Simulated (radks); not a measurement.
Q: Rb I, 37 electrons, occupied as [Kr] 5s1. Calculated with a radial shooting solver on a logarithmic mesh with Libxc functionals: scalar-relativistic Kohn-Sham, Slater X-alpha with alpha = 0.884, spin-unpolarised, spherical densities, finite nucleus; Fermi nuclear charge, rms radius 4.2036 fm. Some entries of the table are withheld. Estimate them.

| orbital | occ. | eigenvalue (eV) | <r> (bohr) |
|---|---|---|---|
| 1s | 2 | -15109.49 | 0.04025 |
| 2s | 2 | (1) | (2) |
| 2p | 6 | -1808.638 | 0.1544 |
| 3s | 2 | -306.6265 | 0.5074 |
| 3p | 6 | -233.8170 | 0.5140 |
| 3d | 10 | -112.2852 | 0.5164 |
| 4s | 2 | (3) | 1.427 |
| 4p | 6 | -17.8276 | 1.676 |
| 5s | 1 | (4) | 4.918 |

A: 
(1) 2s eigenvalue (eV): -2032.812
(2) 2s <r> (bohr): 0.1773
(3) 4s eigenvalue (eV): -34.2223
(4) 5s eigenvalue (eV): -2.3994
